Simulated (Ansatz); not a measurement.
Computed with Ansatz on PBE0-D4/def2-TZVP structures; ΔE is electronic, products minus reactants. CCSD(T)/CBS adds triple-zeta CCSD(T) − MP2 to the extrapolated MP2 energy (def2 sets, frozen cores). Double bonds are as drawn, so ΔE can hold a change between cis and trans. Elements past krypton have def2 core potentials. For Se, Sn outer-core shells are correlated without core-valence functions, which leaves a few kJ/mol of doubt a bond. Scalar relativity is left out up to krypton. One conformer a species, not always the lowest.

Reaction (redistribution): `[AlH2]/[N]=C\[SeH]` + `B[CH2][SnH2][CH3]` → `[CH3][SnH2][AlH2]` + `BC/N=C/[SeH]`

`[AlH2]/[N]=C\[SeH]`:

Cartesian coordinates in Å:
```
Al -1.224 -0.063 -1.632
N -0.010 -0.037 -0.368
C 0.804 -0.012 0.558
Se 0.299 0.224 2.408
H -1.596 1.315 -2.306
H -1.838 -1.466 -2.018
H 1.889 -0.118 0.440
H 1.676 0.157 2.917
```

`B[CH2][SnH2][CH3]`:

Z-matrix (Å, degrees):
```
Sn
C 1 2.213
B 1 2.765 2 33.0
C 1 2.136 2 106.9 3 112.9
H 1 1.709 2 106.2 3 -127.1
H 1 1.710 2 112.2 3 -8.2
H 2 1.089 1 104.0 3 121.8
H 2 1.090 1 102.2 3 -121.2
H 3 1.201 1 104.3 2 117.5
H 3 1.200 1 107.5 2 -115.7
H 4 1.090 1 110.3 2 179.9
H 4 1.090 1 109.3 2 -60.3
H 4 1.090 1 109.9 2 59.5
```

`[CH3][SnH2][AlH2]`:

Z-matrix (Å, degrees):
```
C
Sn 1 2.152
H 1 1.090 2 110.0
H 1 1.090 2 109.7 3 -120.0
H 1 1.090 2 110.0 3 120.0
Al 2 2.662 1 114.5 3 -59.2
H 2 1.718 1 107.4 3 176.9
H 2 1.719 1 107.3 3 64.0
H 6 1.590 2 120.7 1 -175.7
H 6 1.591 2 120.9 1 4.4
```

`BC/N=C/[SeH]`:

Cartesian coordinates in Å:
```
B -1.529 0.730 1.269
C -0.056 0.351 0.950
N 0.371 0.547 -0.410
C 0.787 -0.442 -1.056
Se 1.314 -0.245 -2.872
H -2.230 1.273 0.469
H -1.940 0.498 2.369
H 0.508 1.049 1.599
H 0.188 -0.650 1.348
H 0.875 -1.460 -0.652
H 1.711 -1.651 -3.014
```

| species | MP2/def2-TZVPP energy (Eh) |
| --- | --- |
| `[AlH2]/[N]=C\[SeH]` | -2737.15971 |
| `B[CH2][SnH2][CH3]` | -319.82337 |
| `[CH3][SnH2][AlH2]` | -497.80932 |
| `BC/N=C/[SeH]` | -2559.11585 |

Problem. Work out ΔE.

Solution. ΔE = (-497.80932) + (-2559.11585) − (-2737.15971) − (-319.82337) = 0.05791 Eh = +152.0 kJ/mol. CCSD(T)/CBS gives +141.6 kJ/mol.

Largest T1 diagnostic among the species: 0.013.

The D4 term adds +4.6 kJ/mol with B3LYP and +2.2 kJ/mol with PBE0; it sums over pairs of atoms, weighted by their polarisabilities, and B3LYP, whose exchange is more repulsive, gets the larger term. In def2-TZVPP, CCSD(T) changes the Hartree–Fock value by +19.0 kJ/mol (the triples alone add +4.6 kJ/mol) and MP2 by +31.2 kJ/mol.

B3LYP here is the variant with VWN-RPA as its local correlation; programs differ in this.
